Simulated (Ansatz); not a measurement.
Reaction (redistribution): `C[O][Mo](=[NH])(=[NH])[NH2]` + `[OH][Ti]([F])([SH])[Cl]` → `[NH]=[Mo](=[NH])([NH2])[OH]` + `C[O][Ti]([F])([SH])[Cl]`

Gas-phase electronic energies from Ansatz, PBE0-D4/def2-TZVP geometries. CCSD(T)/CBS is the MP2 limit (def2-TZVPP, def2-QZVPP) plus CCSD(T) − MP2 in def2-TZVPP, frozen cores. Functionals use def2-TZVPP. B3LYP here is the variant with VWN-RPA as its local correlation; programs differ in this. Elements past krypton have def2 core potentials. For Mo, Ti outer-core shells are correlated without core-valence functions, which leaves a few kJ/mol of doubt a bond. Scalar relativity is left out up to krypton. Each species was taken in one conformer, which may not be the lowest.

```csv
level,ΔE (kJ/mol),difference from CCSD(T)/CBS
PBE-D4,-15.1,2.3
r2SCAN-D4,-15.1,2.3
B3LYP-D4,-15.5,1.9
ωB97M-V,-14.5,2.9
B2PLYP,-18.7,-1.3
PBE,-16.6,0.8
r2SCAN,-15.4,2.0
PBE0,-17.0,0.4
B3LYP,-17.8,-0.4
MP2/def2-TZVPP,-18.3,-0.9
SCS-MP2/def2-TZVPP,-18.4,-1.0
CCSD/def2-TZVPP,-17.1,0.3
HF/def2-QZVPP,-18.0,-0.6
MP2/def2-QZVPP,-18.1,-0.7
SCS-MP2/def2-QZVPP,-18.1,-0.7
CCSD/CBS(def2),-17.0,0.4
CCSD(T)/CBS,-17.4,0
```

Largest T1 diagnostic among the species: 0.025, so the coupled-cluster value is less sure than usual.
